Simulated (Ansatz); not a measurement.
`C[NH][GeH]([Cl])[Cl]` + `F[Si](F)(F)[GeH3]` → `[Cl][GeH]([Cl])[GeH3]` + `CN[Si](F)(F)F`  (redistribution)

Calculated with Ansatz (gas phase, PBE0-D4/def2-TZVP geometries, no zero-point term in ΔE). CCSD(T)/CBS adds triple-zeta CCSD(T) − MP2 to the extrapolated MP2 energy (def2 sets, frozen cores). Functionals use def2-TZVPP. HSE06 is defined as in plane-wave codes. For Ge outer-core shells are correlated without core-valence functions, which leaves a few kJ/mol of doubt a bond. Scalar relativity is left out up to krypton. Each species was taken in one conformer, which may not be the lowest.

`C[NH][GeH]([Cl])[Cl]`:

Z-matrix (Å, degrees):
```
C
N 1 1.454
H 1 1.093 2 109.7
H 1 1.097 2 114.0 3 -120.9
H 1 1.093 2 109.7 3 117.2
Ge 2 1.807 1 119.1 3 48.7
H 2 1.011 1 113.0 3 -175.3
Cl 6 2.136 2 106.4 1 173.0
Cl 6 2.160 2 112.7 1 55.5
H 6 1.527 2 112.3 1 -65.1
```

`F[Si](F)(F)[GeH3]`:

Cartesian coordinates in Å:
```
F 0.632 1.127 1.872
Si -0.312 0.121 1.100
F -1.787 0.674 1.236
F -0.259 -1.253 1.880
Ge 0.329 -0.128 -1.162
H 0.273 1.240 -1.852
H -0.634 -1.099 -1.853
H 1.757 -0.682 -1.221
```

`[Cl][GeH]([Cl])[GeH3]`:

```xyz
8

Cl    2.642   -0.257   -0.457
Ge    0.842    0.732    0.193
Cl    0.964    0.934    2.335
Ge   -1.055   -0.679   -0.344
H     0.897    2.155   -0.380
H    -2.332    0.002    0.163
H    -1.115   -0.861   -1.866
H    -0.843   -2.025    0.356
```

`CN[Si](F)(F)F`:

Z-matrix (Å, degrees):
```
C
N 1 1.451
H 1 1.091 2 109.8
H 1 1.094 2 112.5 3 -119.9
H 1 1.093 2 111.0 3 118.2
Si 2 1.670 1 125.8 3 16.4
H 2 1.007 1 114.9 3 -174.2
F 6 1.575 2 108.9 1 -170.2
F 6 1.577 2 111.1 1 -49.0
F 6 1.580 2 115.4 1 69.8
```

**Question.** Is it downhill or uphill in electronic energy at CCSD(T)/CBS, and by how much? (An estimate is asked.)

**Answer.** Computed: Downhill: ΔE = -19.2 kcal/mol.

**Question.** What do these levels give: HSE06-D4, BHLYP-D4, PBE-QIDH, r2SCAN, HF/def2-SVP, SCS-MP2/def2-TZVPP? (Best estimate.)

**Answer.** Ansatz gave: HSE06-D4 -19.3, BHLYP-D4 -21.6, PBE-QIDH -19.8, r2SCAN -19.5, HF/def2-SVP -21.2, SCS-MP2/def2-TZVPP -19.1 kcal/mol.

**Question.** What do rigid-rotor, harmonic-oscillator terms from PBE0-D4/def2-TZVP frequencies (298.15 K, 1 bar) make of the CCSD(T)/CBS value? (Best estimate.)

**Answer.** Ansatz gave: ΔZPE = +0.2 kcal/mol, ΔH = -19.0 kcal/mol, ΔS = 14 J/(mol·K), ΔG = -20.0 kcal/mol. Modes under 50 cm⁻¹ make the entropy rough.

Largest T1 diagnostic among the species: 0.012.

From PBE to PBE0 (25 % exact exchange), in def2-TZVPP and without D4, ΔE moves by −1.8 kcal/mol. In def2-TZVPP, CCSD(T) changes the Hartree–Fock value by +3.4 kcal/mol (the triples alone add +0.8 kcal/mol) and MP2 by +3.1 kcal/mol.
